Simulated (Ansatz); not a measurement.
Relaxation of H8O4SiZr (14 atoms, charge 0, multiplicity 1), to a largest force component of 0.03 eV/Å in at most 50 steps.

The calculation used RHF/def2-SVP in Ansatz.

```xyz
14
Properties=species:S:1:pos:R:3
Zr 0.022 0.342 -0.465
O 1.017 -0.525 2.520
H 0.308 -0.395 3.140
O 1.574 -0.701 -0.925
H 2.299 -1.255 -1.160
O -0.605 1.298 -2.008
H -0.951 1.718 -2.776
O -1.482 -0.531 0.385
H -2.092 -1.165 0.747
Si 0.846 2.313 1.127
H 2.187 2.052 1.761
H 0.983 3.675 0.510
H -0.080 2.504 2.300
H 1.600 0.243 2.638
```

Q: Where does it end, and by what steps?

A: The forces met the threshold. The force dipped under the threshold on the way, but the program's further checks kept it going. After 30 steps the energy has fallen by 0.527 eV; H13 moved furthest, 1.10 Å. Joined: Zr1–O2 (3.26 → 2.42 Å).

```
step  energy less start (eV)  largest force component (eV/Å)  accepted
   0                  0.0000                           1.518       yes
   2                 -0.1393                           1.253       yes
   4                 -0.2514                           1.280       yes
   6                 -0.4035                           1.175       yes
   8                 -0.4626                           0.266       yes
  10                 -0.4802                           0.199       yes
  12                 -0.4984                           0.393        no
  14                 -0.5112                           0.337       yes
  16                 -0.5151                           0.076       yes
  18                 -0.5181                           0.160       yes
  20                 -0.5204                           0.125       yes
  22                 -0.5229                           0.097       yes
  24                 -0.5248                           0.129       yes
  26                 -0.5259                           0.040       yes
  28                 -0.5268                           0.041       yes
  30                 -0.5270                           0.020       yes
```

```xyz
14
Properties=species:S:1:pos:R:3
Zr 0.161 0.223 -0.104
O 0.990 -0.618 2.008
H 0.242 -1.010 2.446
O 1.677 -0.649 -0.922
H 2.330 -1.162 -1.361
O -0.789 1.059 -1.551
H -1.159 1.525 -2.276
O -1.298 -0.805 0.769
H -2.188 -1.033 0.561
Si 0.921 2.665 1.174
H 1.812 2.438 2.367
H 1.668 3.633 0.315
H -0.241 3.434 1.727
H 1.499 -0.127 2.640
```

Whether the end is a true minimum wasn't checked by a vibrational analysis.

Time of the run: 91 s on 4 threads of Intel(R) Xeon(R) Platinum 8259CL CPU @ 2.50GHz (Skylake/Cascade Lake), with other jobs on the host, peak memory 0.42 GiB.
